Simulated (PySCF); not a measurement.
**Spinor energies of Se¹³⁺ (selenium, charge +13)**

Start: [Ar] 3d3; 3d3/2 filled at m_j = -1/2, +1/2, +3/2. Calculated with PySCF 2.14 in an even-tempered Gaussian basis (17 s from 1 bohr⁻², ratio 2.8; 12 p from 1.3 bohr⁻², ratio 2.8; 8 d from 1.3 bohr⁻², ratio 2.8; 4 f from 4.7 bohr⁻², ratio 3): generalised Hartree-Fock with the X2C-1e Hamiltonian and a Gaussian nucleus; one run each with spin-orbit coupling (SO) switched off, then screened by Boettger's factors.

| spinor shell | electrons | ε, spin-free (eV) | ε, screened SO (eV) | weight of nominal j (screened SO) | rms radius, screened SO (bohr) |
| --- | --- | --- | --- | --- | --- |
| 1s1/2 | 2 | -13137.9 | -13137.5 | 1.000 | 0.0508 |
| 2s1/2 | 2 | -2098.4 | -2098.2 | 1.000 | 0.211 |
| 2p1/2 | 2 | -1889.3 | -1920.0 | 0.990 | 0.186 |
| 2p3/2 | 4 | -1889.3 | -1874.4 | 0.995 | 0.189 |
| 3s1/2 | 2 | -595.26 | -595.20 | 1.000 | 0.566 |
| 3p1/2 | 2 | -523.54 | -536.59 | 0.723 | 0.563 |
| 3p3/2 | 4 | -523.54 | -517.07 | 0.862 | 0.572 |
| 3d3/2 | 3 | -430.28 | -430.49 | 0.675 | 0.537 |

| quantity | spin-free | screened SO |
| --- | --- | --- |
| E (hartree) | -2351.55524 | -2351.71057 |
| M_J | 3/2 | 3/2 |
| ⟨J²⟩ | 6.752 | 6.209 |
| ⟨L²⟩ | 12.002 | 11.910 |
| ⟨S²⟩ | 3.751 | 3.701 |

The determinant has a definite M_J but mixes levels of different J.

Each row is a mean over spinors that exchange with the open shell spreads, by up to 12.232 eV (3s1/2).

Rows whose weight is well below 1 are mixtures of j = l ± 1/2: exchange outweighs spin-orbit coupling there, and the label is only the starting occupation.

Without spin-orbit coupling the j labels of p, d and f shells carry no meaning; the spin-free column gives the mean over the occupied spinors of each nl shell, and its ⟨J²⟩ belongs to a mixture of degenerate components.
